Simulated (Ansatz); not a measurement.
```yaml
crystal:
  periodic: [false, false, false]
  atoms:
    - {symbol: N, position_ang: [-1.528541, 1.541011, -0.229009]}
    - {symbol: C, position_ang: [-0.843354, 0.389746, -0.190543]}
    - {symbol: C, position_ang: [0.402522, 0.219136, 0.114224]}
    - {symbol: Xx, position_ang: [1.115599, 1.350150, 0.407399]}
    - {symbol: Si, position_ang: [1.367194, -1.407218, 0.083966]}
    - {symbol: H, position_ang: [-1.129357, 2.339502, 0.190559]}
    - {symbol: H, position_ang: [-2.579728, 1.517170, -0.087962]}
    - {symbol: H, position_ang: [-1.412381, -0.451111, -0.447639]}
    - {symbol: H, position_ang: [0.365361, -2.504265, -0.242689]}
    - {symbol: H, position_ang: [2.511579, -1.349947, -0.902947]}
    - {symbol: H, position_ang: [1.990232, -1.670449, 1.383392]}
basis:
  gaussian: {orbitals: aug-cc-pVTZ}
hamiltonian: {xc: {name: wB97X}}
scf: {lower_state_search: light}
```

```sh
$ ansatz run in.yaml --threads 4 --pin off --events-out ev --progress --plain --max-ram 10444MiB
```

Q: How does Ansatz answer? (Estimate.)

A: Computed: The input was rejected before any iteration.
```
Error: YAML parse error: error: line 7 column 16: `Xx` is not an element symbol (H … Og, case-exact)
 --> <input>:7:16
5 |     - {symbol: C, position_ang: [-0.843354, 0.389746, -0.190543]}
6 |     - {symbol: C, position_ang: [0.402522, 0.219136, 0.114224]}
7 |     - {symbol: Xx, position_ang: [1.115599, 1.350150, 0.407399]}
8 |     - {symbol: Si, position_ang: [1.367194, -1.407218, 0.083966]}
9 |     - {symbol: H, position_ang: [-1.129357, 2.339502, 0.190559]}
```
